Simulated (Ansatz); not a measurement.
Isolated molecules relaxed with PBE0-D4/def2-TZVP in Ansatz; ΔE leaves out vibrations. CCSD(T)/CBS adds triple-zeta CCSD(T) − MP2 to the extrapolated MP2 energy (def2 sets, frozen cores). For Ga, Ge outer-core shells are correlated without core-valence functions, which leaves a few kJ/mol of doubt a bond. Scalar relativity is left out up to krypton. Each species was taken in one conformer, which may not be the lowest.

Reaction (redistribution): `[OH][Ga]([OH])[O][SiH3]` + `C[O][GeH]([Cl])[O]C` → `C[O][GeH]([Cl])[O][SiH3]` + `C[O][Ga]([OH])[OH]`

```
             level  ΔE (kJ/mol)
CCSD(T)/def2-TZVPP          6.5
      HF/CBS(def2)          9.4
```

**Question.** What does CCSD(T)/CBS give? (Estimate.)

**Answer.** The calculation gave: +5.2 kJ/mol. The listed levels differ from it by 1.3, 4.2 kJ/mol.

Largest T1 diagnostic among the species: 0.014.

The D4 term adds −3.1 kJ/mol with B3LYP and −1.8 kJ/mol with PBE0; it sums over pairs of atoms, weighted by their polarisabilities, and B3LYP, whose exchange is more repulsive, gets the larger term.

B3LYP here is the variant with VWN-RPA as its local correlation; programs differ in this.
